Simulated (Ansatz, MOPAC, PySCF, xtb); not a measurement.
Pair of molecules: H2S (SMILES S) (first 3 atoms) with HI (SMILES I); geometry from B3LYP-D3(BJ)/def2-TZVP, rigid monomers moved along the line of their centres of mass till S1···H5 is 2.23 Å.
(charge 0, multiplicity 1):
```xyz
5

S     -0.095     0.072     0.102
H      0.056     1.402     0.220
H     -1.390     0.126     0.451
I      0.729    -0.182     3.865
H      0.451    -0.158     2.255
```

```json
[
 {"level": "GFN-FF", "interaction energy (kcal/mol)": "-1.43", "cost": "-"},
 {"level": "AM1", "interaction energy (kcal/mol)": "-2.53", "cost": "-"},
 {"level": "GFN1-xTB", "interaction energy (kcal/mol)": "-1.37", "cost": "-"},
 {"level": "GFN2-xTB", "interaction energy (kcal/mol)": "-2.25", "cost": "-"},
 {"level": "HF/STO-3G (no counterpoise)", "interaction energy (kcal/mol)": "-1.78", "cost": "-"},
 {"level": "HF/3-21G (no counterpoise)", "interaction energy (kcal/mol)": "1.17", "cost": "-"},
 {"level": "HF/def2-QZVPPD", "interaction energy (kcal/mol)": "3.38", "cost": "-"},
 {"level": "PBE-D3(BJ)/def2-TZVPPD", "interaction energy (kcal/mol)": "-3.78", "cost": "×1"},
 {"level": "B3LYP/3-21G (no counterpoise)", "interaction energy (kcal/mol)": "-2.53", "cost": "-"},
 {"level": "B3LYP/LANL2DZ (no counterpoise)", "interaction energy (kcal/mol)": "-0.92", "cost": "-"},
 {"level": "B3LYP-D3(BJ)/def2-TZVPPD", "interaction energy (kcal/mol)": "-2.56", "cost": "×1"},
 {"level": "B3LYP-D4/def2-TZVPPD", "interaction energy (kcal/mol)": "-2.24", "cost": "×1"},
 {"level": "PBE0/def2-TZVPPD", "interaction energy (kcal/mol)": "-2.01", "cost": "×1"},
 {"level": "wB97M-V/def2-TZVPPD", "interaction energy (kcal/mol)": "-1.04", "cost": "×3"},
 {"level": "MP2/def2-SVPD", "interaction energy (kcal/mol)": "-0.37", "cost": "-"},
 {"level": "MP2/def2-TZVPPD", "interaction energy (kcal/mol)": "-1.21", "cost": "-"},
 {"level": "MP2/CBS(def2-TZVPPD, def2-QZVPPD)", "interaction energy (kcal/mol)": "-2.12", "cost": "-"},
 {"level": "SCS-MP2/def2-SVPD", "interaction energy (kcal/mol)": "0.85", "cost": "-"},
 {"level": "CCSD/def2-SVPD", "interaction energy (kcal/mol)": "1.21", "cost": "-"},
 {"level": "CCSD(T)/CBS(def2-TZVPPD, def2-QZVPPD)", "interaction energy (kcal/mol)": "-1.14", "cost": "×400*"}
]
```

The rows run from -3.78 (PBE-D3(BJ)/def2-TZVPPD) to 3.38 kcal/mol (HF/def2-QZVPPD).

Interaction energies are E(AB) − E(A) − E(B) at the monomers' geometry in the complex; basis-set methods are counterpoise corrected. Rows marked so take none.

Correlated levels freeze the cores. Filled d and f shells under p-block atoms count as core. CBS(a, b) extrapolates the correlation energy as X⁻³ and adds the Hartree–Fock energy of set b. Rows in 3-21G, LANL2DZ, STO-3G carry no dispersion term and start afresh at each structure; the Pople sets are all-electron and without relativity. LANL2DZ brings its own core potentials from Na on. The state reached by AM1 isn't checked.

Codes used: Ansatz (Gaussian basis) for Hartree–Fock, density functionals and correlated methods; MOPAC for AM1 (differences of heats of formation); PySCF for 3-21G rows, LANL2DZ rows, STO-3G rows, the dispersion terms; xtb for the GFN methods. Each number belongs to the level named beside it. In def2 rows elements past Kr take small-core potentials, without spin–orbit coupling.

Costs are rough ratios of core time to PBE/def2-TZVPPD (about 3 s over the structures, on one shared machine); a dash marks a level with no comparable run of its own. A star marks coupled-cluster runs past 200 virtual orbitals, where the program's memory plan changes under this machine's limit, so their costs aren't comparable with smaller runs.

Ansatz is a first-principles code.
